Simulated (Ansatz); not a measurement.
Input and output for Ru(P5)2 (P10Ru).

```yaml
crystal:
  periodic: [false, false, false]
  atoms:
    - {symbol: Ru, position_ang: [0.000067, 0.000322, 0.000009]}
    - {symbol: P, position_ang: [-1.701585, 0.633344, 1.720715]}
    - {symbol: P, position_ang: [-1.140878, -1.427997, 1.707527]}
    - {symbol: P, position_ang: [0.993520, -1.532258, 1.709412]}
    - {symbol: P, position_ang: [1.751896, 0.464651, 1.724248]}
    - {symbol: P, position_ang: [0.086316, 1.802767, 1.733008]}
    - {symbol: P, position_ang: [0.974839, -1.523453, -1.727834]}
    - {symbol: P, position_ang: [-1.157970, -1.385990, -1.731000]}
    - {symbol: P, position_ang: [-1.688140, 0.683184, -1.714189]}
    - {symbol: P, position_ang: [0.118145, 1.824137, -1.709250]}
    - {symbol: P, position_ang: [1.763779, 0.461283, -1.712656]}
basis:
  gaussian: {orbitals: def2-TZVP, final_grid: {core_spheres: 20, valence_spheres: 16, degree: 47}}
hamiltonian: {xc: {name: B3LYP5}}
scf: {omitted_lower_state_checks: [starts]}
```

```sh
$ ansatz run in.yaml --threads 4 --pin off --events-out ev --progress --plain --max-ram 6963MiB
```

Shortened log:

```
Functional definition: B3LYP5
3198 factors; their error is unknown
mean field evaluation 1: about -95451.8898 eV, gradient 8.5e1 eV
mean field evaluation 2: about -95145.8295 eV, gradient 3.0e2 eV
mean field evaluation 4: about -95463.8843 eV, gradient 3.5e1 eV
mean field evaluation 8: about -95466.7865 eV, gradient 2.8e0 eV
mean field evaluation 16: about -95466.8846 eV, gradient 5.6e-3 eV
mean field -95466.88461292 eV, -3508.3432997462 hartree, gradient 3.9e-5 eV, S^2 0.000000; 0 other end points of the search recorded, 0 dependent functions left out
reference -95466.88491119 eV, -3508.3433107075 hartree; 83, 83 occupied and 327, 327 virtual orbitals, 3198 factors
Total energy: -95466.88491119 eV, -3508.3433107075 hartree
Checks for a lower state left out: starts
```

Hardware: 4 threads of Intel Xeon Platinum 8175M on a shared host. Wall time 38 s, peak host memory 2.4 GiB.

In the def2 sets Ru takes a core potential; there is no spin–orbit coupling.
